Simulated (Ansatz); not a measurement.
Input file for Ansatz (a first-principles code): R-PBE0/def2-TZVPP on H8Si4 (SMILES [SiH2]1[SiH2][SiH2][SiH2]1).

Ansatz 0.2 input:
```yaml
crystal:
  periodic: [false, false, false]
  atoms:
    - {symbol: Si, position_ang: [1.67813047, 0.00000000, -0.00000000]}
    - {symbol: H, position_ang: [2.54510918, 0.00000000, 1.20579240]}
    - {symbol: H, position_ang: [2.54510918, -0.00000000, -1.20579240]}
    - {symbol: Si, position_ang: [0.00000000, 1.67813047, 0.00000000]}
    - {symbol: H, position_ang: [-0.00000000, 2.54510918, 1.20579240]}
    - {symbol: H, position_ang: [-0.00000000, 2.54510918, -1.20579240]}
    - {symbol: Si, position_ang: [-1.67813047, -0.00000000, 0.00000000]}
    - {symbol: H, position_ang: [-2.54510918, 0.00000000, 1.20579240]}
    - {symbol: H, position_ang: [-2.54510918, 0.00000000, -1.20579240]}
    - {symbol: Si, position_ang: [0.00000000, -1.67813047, 0.00000000]}
    - {symbol: H, position_ang: [-0.00000000, -2.54510918, 1.20579240]}
    - {symbol: H, position_ang: [0.00000000, -2.54510918, -1.20579240]}
basis:
  gaussian:
    orbitals: def2-TZVPP
hamiltonian:
  xc: {name: PBE0}
scf: {lower_state_search: off}
```

It printed:

```
WARN ansatz: RAYON_NUM_THREADS=4 ignored (pool sized by the plan → 4); use --threads N
Functional definition: PBE0
these checks for a lower state are left out or cut short: stability, starts, cluster_reference, orbital_swaps, neighbouring_geometries, increment
integrals: 0.30 GiB planned
1636 factors; their error is unknown
mean field: 2.18 GiB planned
mean field evaluation 1: about -31627.3312 eV, gradient 1.4e1 eV
mean field evaluation 2: about -31627.7845 eV, gradient 9.2e0 eV
mean field evaluation 4: about -31628.0564 eV, gradient 4.0e-1 eV
mean field evaluation 8: about -31628.1143 eV, gradient 7.7e-3 eV
mean field -31628.11425228 eV, -1162.3117604653 hartree, gradient 4.5e-6 eV, S^2 0.000000; 0 other end points of the search recorded, 0 dependent functions left out
reference -31628.11429190 eV, -1162.3117619216 hartree; 32, 32 occupied and 248, 248 virtual orbitals, 1636 factors
Total energy: -31628.11429190 eV, -1162.3117619216 hartree
Checks for a lower state left out: stability, starts, cluster_reference, orbital_swaps, neighbouring_geometries, increment
```

The calculation finished and met its thresholds.

Cost: very roughly 6 core-seconds.
